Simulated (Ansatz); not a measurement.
SeCl₂. Total charge 0; singlet. Geometry PBE0-D4/def2-TZVP, basis def2-TZVP, Ansatz.

```xyz
3

Se   -0.3811    0.6835    0.4551
Cl    1.5503   -0.2150    0.7211
Cl   -1.1692   -0.4684   -1.1761
```

| run | HOMO (eV) | LUMO (eV) |
| --- | --- | --- |
| A | -6.98 | -2.55 |
| B | -5.67 | -3.37 |
| C | -5.72 | -3.45 |
| D | -9.15 | -0.42 |
| E | -9.80 | 1.16 |
| F | -6.00 | -3.37 |

The runs used HF, PBE, PBE0, r2SCAN, revPBE, ωB97M-V. Estimate which is which.

A PBE0 (25 % exact exchange); B revPBE (0 % exact exchange); C PBE (0 % exact exchange); D ωB97M-V (range-separated); E HF (100 % exact exchange); F r2SCAN (0 % exact exchange). Exact exchange lowers occupied and raises empty levels; among semilocal functionals meta-GGAs tend to open the gap a little, and such runs are hard to tell apart. The gap grows from 2.26 eV (PBE) to 10.96 eV (HF).
